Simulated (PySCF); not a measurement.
# Orbital picture of SiSb⁺

r²SCAN at R = 2.540 Å; PySCF, scalar-relativistic core potentials, basis sets Si def2-SVP, Sb def2-SVP with ECP28. State: ³Σ⁻ (triplet), unpaired electrons π ↑↑. Only the outer orbitals are listed, counted within each symmetry, core potentials removing the inner ones.

```tsv
spin	orbital	occ.	ε (eV)	on Si (%)	main shells (%)
α	7σ	1	-21.15	24	72 Sb s, 19 Si s
α	8σ	1	-17.03	68	68 Si s, 24 Sb s
α	4π	1	-12.29	29	70 Sb p, 28 Si p
α	4π	1	-12.29	29	70 Sb p, 28 Si p
α	9σ	1	-11.92	50	47 Sb p, 39 Si p, 11 Si s
α	5π	0	-9.53	70	70 Si p, 30 Sb p
α	5π	0	-9.53	70	70 Si p, 30 Sb p
α	10σ	0	-5.96	53	53 Si p, 45 Sb p
β	7σ	1	-19.79	30	66 Sb s, 25 Si s
β	8σ	1	-16.13	64	63 Si s, 28 Sb s, 8 Sb p
β	9σ	1	-11.61	53	44 Sb p, 43 Si p, 9 Si s
β	4π	0	-10.50	46	53 Sb p, 46 Si p
β	4π	0	-10.50	46	53 Sb p, 46 Si p
β	5π	0	-8.28	53	53 Si p, 46 Sb p
```

**Question.** Which are the highest filled and the lowest empty level, where do they sit, and how wide is the gap?

**Answer.** Highest filled β 9σ at -11.61 eV (in %: 44 Sb p, 43 Si p, 9 Si s); lowest empty β 4π at -10.50 eV (in %: 53 Sb p, 46 Si p); the gap at r²SCAN is 1.11 eV.

```json
{
  "bond order (Mayer)": "1.78",
  "⟨S²⟩": "2.008",
  "charge on Si (Mulliken, basis-dependent)": "0.52",
  "charge on Si (Löwdin, basis-dependent)": "0.51",
  "dipole moment (positive dipole points towards Sb; it is taken about the centre of mass and depends on that origin)": "-3.20 D"
}
```

Spin–orbit coupling is left out. The state was picked by a PBE0 search and need not be the measured ground state.
